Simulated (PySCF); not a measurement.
MgO, singlet, geometry from GFN2-xTB (such geometries of metal compounds can be far from the true shape); TPSS/6-31G (PySCF).

PySCF was given this input:
```python
from pyscf import gto, scf, dft

mol = gto.M(
    atom='''
Mg   -0.00000000   -0.00000000   -0.65696814
O     0.00000000    0.00000000    0.98545221
''',
    basis='6-31g',
    verbose=4,
)

mf = dft.RKS(mol)
mf.xc = 'tpss'
mf.init_guess = 'sap'
mf.kernel()
```

Q: Predict the main parts of the log of this PySCF run.

A: 
```
PySCF version 2.14.0

[INPUT] verbose = 4
[INPUT] num. atoms = 2
[INPUT] num. electrons = 20
[INPUT] charge = 0
[INPUT] spin (= nelec alpha-beta = 2S) = 0
[INPUT] symmetry False subgroup None
[INPUT] Mole.unit = angstrom
[INPUT] Symbol           X                Y                Z      unit          X                Y                Z       unit  Magmom
[INPUT]  1 Mg     0.000000000000   0.000000000000  -0.656968140000 AA    0.000000000000   0.000000000000  -1.241489857165 Bohr   0.0
[INPUT]  2 O      0.000000000000   0.000000000000   0.985452210000 AA    0.000000000000   0.000000000000   1.862234785747 Bohr   0.0

nuclear repulsion = 30.9305789156351
number of shells = 12
number of NR pGTOs = 68
number of NR cGTOs = 22
basis = 6-31g
ecp = {}

******** <class 'pyscf.dft.rks.RKS'> ********
method = RKS
initial guess = sap
damping factor = 0
level_shift factor = 0
DIIS = <class 'pyscf.scf.diis.CDIIS'>
diis_start_cycle = 1
diis_space = 8
diis_damp = 0
SCF conv_tol = 1e-09
SCF conv_tol_grad = None
SCF max_cycles = 50
direct_scf = True
direct_scf_tol = 1e-13
XC library pyscf.dft.libxc version 7.1.2
    S. Lehtola, C. Steigemann, M. J. T. Oliveira, and M. A. L. Marques,  SoftwareX 7, 1–5 (2018)
XC functionals = tpss
    J. Tao, J. P. Perdew, V. N. Staroverov, and G. E. Scuseria,  Phys. Rev. Lett. 91, 146401 (2003)
    J. P. Perdew, J. Tao, V. N. Staroverov, and G. E. Scuseria,  J. Chem. Phys. 120, 6898 (2004)
    J. Tao, J. P. Perdew, V. N. Staroverov, and G. E. Scuseria,  Phys. Rev. Lett. 91, 146401 (2003)
    J. P. Perdew, J. Tao, V. N. Staroverov, and G. E. Scuseria,  J. Chem. Phys. 120, 6898 (2004)
radial grids:
    Treutler-Ahlrichs [JCP 102, 346 (1995); DOI:10.1063/1.469408] (M4) radial grids

becke partition: Becke, JCP 88, 2547 (1988); DOI:10.1063/1.454033
pruning grids: <function nwchem_prune>
grids dens level: 3
symmetrized grids: False
atomic radii adjust function: <function treutler_atomic_radii_adjust>
small_rho_cutoff = 0
Set gradient conv threshold to 3.16228e-05
Initial guess from superposition of atomic potentials (doi:10.1021/acs.jctc.8b01089)
This is the Gaussian fit version as described in doi:10.1063/5.0004046.
Found SAP basis sapgrasplarge
  HOMO = -0.475630407617188  LUMO = -0.150096658611118  gap/eV = 8.85822
tot grids = 32664
init E= -274.683828970879
  HOMO = -0.0360605879429118  LUMO = 0.055851970721178  gap/eV = 2.50107
cycle= 1 E= -267.587672723646  delta_E=  7.1  |g|=    3  |ddm|= 3.47
  HOMO = -1.668913920711  LUMO = -0.818683717290364  gap/eV = 23.13594
cycle= 2 E= -270.659798285178  delta_E= -3.07  |g|= 3.65  |ddm|= 4.54
  HOMO = -0.967716719214229  LUMO = -0.172025326083628  gap/eV = 21.65187
cycle= 3 E= -274.045771905877  delta_E= -3.39  |g|= 2.09  |ddm|= 2.39
  HOMO = -0.363984622692163  LUMO = -0.135880937384742  gap/eV = 6.20702
cycle= 4 E= -274.520403440638  delta_E= -0.475  |g|= 1.65  |ddm|= 0.671
  HOMO = -0.368647842140709  LUMO = -0.150132158778716  gap/eV = 5.94611
cycle= 5 E= -274.633976473032  delta_E= -0.114  |g|= 1.47  |ddm|= 0.13
  HOMO = -0.100124374666946  LUMO = -0.0726376071008923  gap/eV = 0.74795
cycle= 6 E= -273.50638964471  delta_E= 1.13  |g|=  2.3  |ddm|= 2.35
  HOMO = -0.120945053262247  LUMO = -0.101892342868151  gap/eV = 0.51845
cycle= 7 E= -274.166347845538  delta_E= -0.66  |g|= 1.85  |ddm|= 0.392
  HOMO = -0.140831295479311  LUMO = -0.124374451837035  gap/eV = 0.44781
cycle= 8 E= -274.66860097369  delta_E= -0.502  |g|= 1.37  |ddm|= 0.396
  HOMO = -0.149486877775297  LUMO = -0.133654552945754  gap/eV = 0.43082
cycle= 9 E= -274.987645228365  delta_E= -0.319  |g|= 0.883  |ddm|= 0.36
  HOMO = -0.180272689069624  LUMO = -0.151034177491097  gap/eV = 0.79562
cycle= 10 E= -275.193387074886  delta_E= -0.206  |g|= 0.161  |ddm|= 0.529
  HOMO = -0.185867693601802  LUMO = -0.151473244772053  gap/eV = 0.93592
cycle= 11 E= -275.200639084614  delta_E= -0.00725  |g|= 0.0228  |ddm|= 0.156
  HOMO = -0.184524197949809  LUMO = -0.150454266624016  gap/eV = 0.92709
cycle= 12 E= -275.200801423349  delta_E= -0.000162  |g|= 0.00128  |ddm|= 0.0197
  HOMO = -0.184429699656584  LUMO = -0.150468544359898  gap/eV = 0.92413
cycle= 13 E= -275.200800697827  delta_E= 7.26e-07  |g|= 0.00229  |ddm|= 0.0036
  HOMO = -0.18451461738878  LUMO = -0.15048081248089  gap/eV = 0.92611
cycle= 14 E= -275.20080216264  delta_E= -1.46e-06  |g|= 0.000301  |ddm|= 0.00162
  HOMO = -0.184528678330444  LUMO = -0.150484179257541  gap/eV = 0.92640
cycle= 15 E= -275.200802190256  delta_E= -2.76e-08  |g|= 3.78e-05  |ddm|= 0.000308
  HOMO = -0.184527240109086  LUMO = -0.150483737224506  gap/eV = 0.92637
cycle= 16 E= -275.200802190673  delta_E= -4.17e-10  |g|= 3.66e-06  |ddm|= 2.9e-05
  HOMO = -0.184525533759931  LUMO = -0.150483258245103  gap/eV = 0.92634
Extra cycle  E= -275.20080219035  delta_E= 3.23e-10  |g|= 3.48e-05  |ddm|= 2.97e-05
converged SCF energy = -275.20080219035
```
